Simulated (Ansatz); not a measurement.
C$_{6}$H$_{5}$N, SMILES `N#CC1=CCC=C1`. The species carries charge 0 and has multiplicity 1.

Cartesian coordinates in Å:
```
N -2.4851 -1.8391 1.6750
C -1.6650 -1.2445 1.1264
C -0.6696 -0.4917 0.4500
C 0.5493 -0.9382 0.0852
C 1.2754 0.1658 -0.5963
C 0.3046 1.2979 -0.5685
C -0.8219 0.9073 0.0410
H 0.9429 -1.9300 0.2544
H 2.2140 0.4107 -0.0817
H 1.5626 -0.1101 -1.6196
H 0.5037 2.2756 -0.9839
H -1.7109 1.4964 0.2179
```

(1) List the harmonic frequencies (cm⁻¹, unscaled) at PBE0-D4/def2-TZVP in Ansatz. (Best estimate.)

(2) Is this a minimum?

(3) Give the ideal-gas thermochemistry at 298.15 K and 1 bar (rigid rotor, harmonic oscillator; point group Cs, symmetry number 1).

Answers

(1) Computed: 161, 173, 342, 466, 545, 572, 633, 717, 784, 827, 923, 926, 960, 961, 1006, 1105, 1124, 1224, 1255, 1309, 1380, 1398, 1591, 1663, 2366, 3039, 3067, 3235, 3255, 3257.

(2) Yes, all 30 modes are real.

(3) Zero-point energy 240.8 kJ/mol; H(298) − E = 258.5 kJ/mol; entropy 319.2 J/(mol·K), of which translation 165.1, rotation 112.7, vibration 41.3; G(298) − E = 163.3 kJ/mol.
